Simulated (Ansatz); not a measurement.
`[NH2][Zn][AlH][F]`, charge 0, multiplicity 1.

(1) Give a relaxed structure at PBE0-D4/def2-TZVP (Ansatz 0.2.0). (Best estimate.)

Results:

(1) The calculation gave: 
Cartesian coordinates in Å:
```
N -2.164 0.281 -0.057
Zn -0.362 0.026 0.016
Al 2.073 -0.237 0.169
F 2.969 0.491 -1.023
H -2.824 -0.244 0.493
H -2.634 0.701 -0.843
H 2.942 -1.018 1.246
```
